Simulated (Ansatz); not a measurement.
`C=[N][InH2]` + `[NH2][GaH][OH]` → `[OH][GaH][NH][InH2]` + `C=N`  (ligand exchange at the In–N bond)

Computed with Ansatz on PBE0-D4/def2-TZVP structures; ΔE is electronic, products minus reactants. CCSD(T)/CBS adds triple-zeta CCSD(T) − MP2 to the extrapolated MP2 energy (def2 sets, frozen cores). This one scheme is used for every species. DFT in def2-TZVPP. B3LYP here is the variant with VWN-RPA as its local correlation; programs differ in this. HSE06 is defined as in plane-wave codes. Elements past krypton have def2 core potentials. For Ga, In outer-core shells are correlated without core-valence functions, which leaves a few kJ/mol of doubt a bond. Scalar relativity is left out up to krypton. Each species was taken in one conformer, which may not be the lowest.

**Question.** Is it downhill or uphill in electronic energy at CCSD(T)/CBS, and by how much? (Best estimate.)

**Answer.** Ansatz gave: Downhill: ΔE = -0.45 eV.

**Question.** What do these levels give: BLYP-D4, r2SCAN0-D4, CAM-B3LYP-D4, ωB97M-V, B2PLYP, PBE, BLYP, B3LYP, r2SCANh, HSE06, CCSD/def2-SVP, CCSD/def2-TZVPP? (An estimate is asked.)

**Answer.** Ansatz gave: BLYP-D4 -0.38, r2SCAN0-D4 -0.39, CAM-B3LYP-D4 -0.39, ωB97M-V -0.39, B2PLYP -0.41, PBE -0.37, BLYP -0.36, B3LYP -0.36, r2SCANh -0.39, HSE06 -0.37, CCSD/def2-SVP -0.54, CCSD/def2-TZVPP -0.46 eV.

Largest T1 diagnostic among the species: 0.016.

In def2-TZVPP, CCSD(T) changes the Hartree–Fock value by −0.13 eV (the triples alone add −0.01 eV) and MP2 by −0.14 eV. At CCSD(T), def2-SVP lies −0.10 eV from the extrapolated value and def2-TZVPP −0.02 eV.
